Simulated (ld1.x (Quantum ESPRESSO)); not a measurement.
Which change was made? (Ca, TM semilocal)

calcium, norm-conserving Troullier–Martins (semilocal form), made with ld1.x (Quantum ESPRESSO) 7.5 (PBE, scalar-relativistic). Core [Ne], reference 3s2 3p6 3d0 4s2 4p0. Waves: 3s (bound): rc 1.60 bohr; 3d (bound, empty): rc 3.00 bohr; 4f channel at 0.3 Ry: rc 2.40 bohr; 3p (bound): rc 1.80 bohr. Local part: the p channel. Core correction: none.

Occupied shells without a wave of their own: 4s. They enter only through the test configuration that unscreens the potential.

Cutoffs, loose and tight: the cutoffs (Ry, on a coarse ladder) from which the occupation-weighted sum of valence levels, in a spherical-Bessel basis at the reference potential, stays within 10 and 1 mRy of its value at 400 Ry. They do not see the model core or the augmentation charge, which bear on the density cutoff. Test errors are all-electron minus pseudo excitation energies from the reference, over the configurations 3s2 3p6 3d0 4s1 4p0; 3s2 3p6 3d0 4s0 4p0; 3s2 3p6 3d0 4s1.5 4p0; 3s2 3p6 3d0 4s0 4p1; 3s2 3p6 3d0 4s0 4p2; 3s2 3p6 3d0 4s1 4p1; 3s1 3p6 3d0 4s2 4p0; variants that change the core or the reference have their own tests.

The base gives: outcome: generated, misses its reference levels by 0.21 eV; cutoff, loose: 35 Ry; cutoff, tight: 70 Ry; bound ghosts: none; largest test error (meV): -816.

Problem. After one change the result is: outcome: generated; cutoff, loose: 90 Ry; cutoff, tight: 140 Ry; bound ghosts: none; largest test error (meV): -81. Which change was it?
A. all radii scaled by about 1.08 (s 1.72, p 1.94, d 3.24, f 2.58 bohr)
B. wave 3s (bound): rc 1.60 bohr becomes 3s (bound): rc 1.06 bohr
C. functional LDA (PZ)

Solution. B. The others give: functional LDA (PZ) → outcome: generated, misses its reference levels by 0.22 eV; cutoff, loose: 35 Ry; cutoff, tight: 70 Ry; bound ghosts: none; largest test error (meV): -856 | all radii scaled by about 1.08 (s 1.72, p 1.94, d 3.24, f 2.58 bohr) → outcome: generated, misses its reference levels by 0.31 eV; cutoff, loose: 30 Ry; cutoff, tight: 60 Ry; bound ghosts: none; largest test error (meV): -1231.
